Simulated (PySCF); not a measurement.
CdGeH3I, SMILES [Cd]([GeH3])[I].

The structure is a stationary point at r2SCAN-D4/def2-SVP. The structure was generated by enumeration; whether it is a known compound was not checked. The def2 effective core potentials stand for the cores of Cd, I; spin–orbit coupling is left out.

Two levels are set side by side: TDDFT-PBE/def2-SVPD (PySCF) and TDDFT-PBE0/def2-SVPD (PySCF). Vertical, same geometry. The lowest singlet is HOMO→LUMO 100 % with PBE and HOMO→LUMO 99 % with the other functional; states are paired by order. Differences are taken from unrounded values.

```json
[
 {"quantity": "lowest singlet excitation (eV)", "TDDFT-PBE": "4.22"},
 {"quantity": "lowest triplet excitation (TDA) (eV)", "TDDFT-PBE": "3.96"},
 {"quantity": "first bright state (f over 0.05) (eV)", "TDDFT-PBE": "5.76"},
 {"quantity": "its oscillator strength", "TDDFT-PBE": "1.27"}
]
```

Task: These are the TDDFT-PBE values. What does TDDFT-PBE0 give? (An estimate is asked for; the answer gives what the named calculation found.)

Result: 
```
quantity                               TDDFT-PBE0  TDDFT-PBE minus TDDFT-PBE0
-------------------------------------  ----------  --------------------------
lowest singlet excitation (eV)               4.80                       -0.58
lowest triplet excitation (TDA) (eV)         4.51                       -0.54
first bright state (f over 0.05) (eV)        6.13                       -0.37
its oscillator strength                      1.40                       -0.14
```

A lower first singlet is the usual sign of a functional without exact exchange. Differences between two approximate levels are no errors against the true value.

Rough cost on one machine, each run with all the roots and properties that it gave: TDDFT-PBE0 against TDDFT-PBE about 4 times.
